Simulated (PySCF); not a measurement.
**C8H14N2: full NMR table**

* Formula: C8H14N2
* SMILES: Cc1cnn(C(C)(C)C)c1
* Point group of the computed structure: C1
* Degrees of unsaturation: 3
* Carbon signals: 6
* Proton signals: 4

Mapped SMILES: `[CH3:1][c:2]1[cH:3][n:4][n:5]([C:6]([CH3:7])([CH3:8])[CH3:9])[cH:10]1`. Hydrogens are named by the atom that carries them.

- GFN2-xTB geometry
- GIAO PBE0/pcSseg-1 shieldings
- run in PySCF 2.14.0 with density-fitted response routines
- no solvent, one averaged value for each set of equivalent atoms, non-relativistic Hamiltonian, a single conformation

δ = σ(ref) − σ, references computed at the same level: TMS for 1H, 13C; 15N vs NH3.

```tsv
carbon	δC, type	δH (multiplicity)	HMBC from (2–3 bonds)	span of the C tensor (ppm)
C1	11.6, CH3	2.30 (s)	H(C10), H(C3)	26
C2	123.7, C	–	H(C10), H(C3), H(C1)	159
C3	140.2, CH	7.32 (m)	H(C10), H(C1)	166
C6	56.8, C	–	H(C10), H(C7)/H(C8)/H(C9)	42
C7/C8/C9	32.5, CH3	1.53 (s)	H(C7)/H(C8)/H(C9)	44
C10	128.4, CH	7.36 (m)	H(C3), H(C1)	154
```

Other nuclei:
```json
{"atoms": "N4", "nucleus": "15N", "environment": "pyridine-type nitrogen of an azole", "δ (ppm)": "345.1", "σ (ppm)": "-77.3"}
{"atoms": "N5", "nucleus": "15N", "environment": "pyrrole-type ring nitrogen", "δ (ppm)": "251.9", "σ (ppm)": "15.8"}
```

Carbon types of the structure: 2 × C, 2 × CH, 4 × CH3, which accounts for all hydrogens. δC 140.2, 128.4: aromatic CH next to a ring nitrogen. δC 123.7: substituted aromatic carbon. δC 56.8: fully substituted sp3 carbon bonded to N; pulled downfield by the heteroatom. δC 11.6: methyl carbon on an aromatic ring; a saturated carbon with 1 carbon neighbour and no heteroatom attached. δH 2.30: hydrogen on a methyl carbon on an aromatic ring; benzylic-type position, deshielded by the ring.

Shifts are as computed. Against solution values, carbons near 30 ppm lie about +3 ppm off and those near 130 ppm about +5 ppm. Of 1211 compounds with measured shifts, 218 miss one by over three times the rms of a fit or turn the order of signals round; such compounds aren't used in these exercises. Experimental scales use liquid or dissolved standards, which lie at an offset from isolated NH3 (liquid NH3: subtract about 20 ppm). Unscaled 15N shifts of sp2 nitrogen come out 20 to 40 ppm too high even then. No couplings were computed; multiplicities are counted from neighbouring protons, with m where these are inequivalent, close in shift, in a saturated or five-membered ring or joined by F or P, and br s for small geminal =CH2 splittings.
